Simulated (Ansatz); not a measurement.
The same group exchange along the group C, Si, Ge, Sn.

Calculated with Ansatz (gas phase, PBE0-D4/def2-TZVP geometries, no zero-point term in ΔE). CBS: MP2 limit from def2 TZ/QZ plus the TZ coupled-cluster correction, frozen cores. This one scheme is used for every species. Functionals use def2-TZVPP. def2 core potentials past Kr. For Ge, Se, Sn outer-core shells are correlated without core-valence functions, which leaves a few kJ/mol of doubt a bond. Scalar relativity is left out up to krypton. Each species was taken in one conformer, which may not be the lowest.

```
                                                reaction  B97M-V (eV)  CCSD(T)/CBS(def2) (eV)
          `C[SeH]` + `[F][AlH2]` → `[F][AlH][SeH]` + CH₄        -1.80                   -1.88
    `[SiH3][SeH]` + `[F][AlH2]` → `[F][AlH][SeH]` + SiH₄        -0.61                   -0.70
    `[GeH3][SeH]` + `[F][AlH2]` → `[F][AlH][SeH]` + GeH₄        -0.68                   -0.74
`[SeH][SnH3]` + `[F][AlH2]` → `[F][AlH][SeH]` + `[SnH4]`        -0.49                   -0.45
```

Largest T1 diagnostic: 0.013, for `[SnH4]`.
